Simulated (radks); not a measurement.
Results of a calculation; reference values are marked as such.
Charge is removed step by step from the 5d (averaged over the sub-levels emptied) level of neutral lutetium, starting from [Xe] 4f14 5d1 6s2. Code: a radial shooting solver on a logarithmic mesh with Libxc functionals. Model: Dirac Kohn-Sham, PBE, spin-unpolarised, spherical densities, finite nucleus; open shells are shared between the two j in proportion to 2j + 1; Fermi nuclear charge, rms radius 5.37 fm.

removed (e) = 0: E - E(0) (eV) 0.000; eigenvalue (eV) -1.759; E minus straight line (eV) 0.000
removed (e) = 0.25: E - E(0) (eV) 0.636; eigenvalue (eV) -3.365; E minus straight line (eV) -0.679
removed (e) = 0.5: E - E(0) (eV) 1.698; eigenvalue (eV) -5.155; E minus straight line (eV) -0.932
removed (e) = 0.75: E - E(0) (eV) 3.227; eigenvalue (eV) -7.102; E minus straight line (eV) -0.718
removed (e) = 1: E - E(0) (eV) 5.260; eigenvalue (eV) -9.184; E minus straight line (eV) 0.000

Removing the whole electron costs 5.260 eV by Delta-SCF, against 1.759 eV from minus the eigenvalue at the starting occupation. Slater's transition state (half an electron removed) gives 5.155 eV. Integrating minus the eigenvalue over the occupation (Janak's theorem) gives 5.260 eV. The mean slope of the eigenvalue, de/dn, is 7.43 eV per electron. Ionisation energy of Lu in the NIST Atomic Spectra Database: 5.426 eV (measured).

Beside tabulated values, note that spin-unpolarised runs miss the spin-polarisation part of the exchange energy of open shells.
